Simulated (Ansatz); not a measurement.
Z-matrix (Å, degrees):
```
C
O 1 1.407
H 1 1.092 2 108.4
H 1 1.096 2 111.5 3 119.2
H 1 1.097 2 111.6 3 -119.3
Si 2 1.651 1 122.7 3 171.2
Si 6 2.341 2 105.7 1 -173.4
C 6 1.870 2 112.1 1 64.4
H 6 1.497 2 109.0 1 -54.9
H 7 1.490 6 109.6 2 178.6
H 7 1.489 6 110.8 2 -62.4
H 7 1.488 6 111.4 2 58.7
H 8 1.092 6 111.3 2 59.6
H 8 1.094 6 110.0 2 179.4
H 8 1.093 6 111.3 2 -61.4
```

Total charge 0; spin multiplicity 1.

(1) List the ωB97M-V/def2-TZVPP orbital energies in eV (Ansatz 0.2.0). (An estimate is asked.)

## Answers

(1) Ansatz gave: Occupied: -1807.10, -1806.54, -525.98, -282.77, -281.01, -148.11, -147.67, -102.24, -102.22, -102.19, -101.78, -101.78, -101.77, -31.10, -22.48, -21.90, -18.09, -16.88, -15.42, -15.19, -14.61, -13.94, -13.70, -12.22, -11.92, -11.65, -11.44, -10.39, -9.87. Lowest empty: 1.94, 2.03, 2.68, 2.92, 3.13, 3.31, 3.93, 4.20.
